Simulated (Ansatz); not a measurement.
Calculated with Ansatz (gas phase, PBE0-D4/def2-TZVP geometries, no zero-point term in ΔE). CBS: MP2 limit from def2 TZ/QZ plus the TZ coupled-cluster correction, frozen cores. This one scheme is used for every species. DFT in def2-TZVPP. For Ge outer-core shells are correlated without core-valence functions, which leaves a few kJ/mol of doubt a bond. Scalar relativity is left out up to krypton. One conformer a species, not always the lowest.

Consider the hydrogenolysis of a Ge–C bond: `FC[CH](F)[GeH3]` + H₂ → GeH₄ + `FCCF`.

`FC[CH](F)[GeH3]`:

Z-matrix (Å, degrees):
```
C
C 1 1.496
F 1 1.382 2 111.1
H 1 1.096 2 109.9 3 -119.4
H 1 1.094 2 110.6 3 119.8
Ge 2 1.989 1 112.4 3 170.2
F 2 1.390 1 109.9 3 -69.0
H 2 1.095 1 109.5 3 48.6
H 6 1.532 2 108.0 1 172.9
H 6 1.536 2 109.3 1 52.8
H 6 1.537 2 109.1 1 -67.3
```

H₂:

Z-matrix (Å, degrees):
```
H
H 1 0.746
```

GeH₄:

Z-matrix (Å, degrees):
```
Ge
H 1 1.534
H 1 1.534 2 109.5
H 1 1.534 2 109.5 3 -120.0
H 1 1.534 2 109.5 3 120.0
```

`FCCF`:

Cartesian coordinates in Å:
```
F -0.290 1.436 -0.971
C -0.137 0.087 -0.733
C 0.199 -0.167 0.704
F -0.890 0.070 1.513
H -1.071 -0.415 -1.003
H 0.674 -0.285 -1.368
H 0.500 -1.213 0.828
H 1.015 0.487 1.029
```

Is it downhill or uphill in electronic energy at CCSD(T)/CBS, and by how much? (Estimate.)

Ansatz gave: Downhill: ΔE = -11.3 kcal/mol.

What do these levels give: r2SCAN-D4, PBE0-D4, ωB97X-V, ωB97M-V, B2PLYP, PBE, PBE0, HF/def2-TZVPP, CCSD(T)/def2-TZVPP, HF/def2-QZVPP, MP2/def2-QZVPP, MP2/CBS(def2)? (An estimate is asked.)

Ansatz gave: r2SCAN-D4 -11.5, PBE0-D4 -12.6, ωB97X-V -12.6, ωB97M-V -12.2, B2PLYP -13.5, PBE -12.4, PBE0 -14.0, HF/def2-TZVPP -19.8, CCSD(T)/def2-TZVPP -12.1, HF/def2-QZVPP -20.0, MP2/def2-QZVPP -10.4, MP2/CBS(def2) -10.0 kcal/mol.

Largest T1 diagnostic among the species: 0.012.

In def2-TZVPP, CCSD(T) changes the Hartree–Fock value by +7.7 kcal/mol (the triples alone add +1.4 kcal/mol) and MP2 by +9.0 kcal/mol. The D4 term adds +2.4 kcal/mol with B3LYP and +1.3 kcal/mol with PBE0; it sums over pairs of atoms, weighted by their polarisabilities, and B3LYP, whose exchange is more repulsive, gets the larger term.

B3LYP here is the variant with VWN-RPA as its local correlation; programs differ in this.
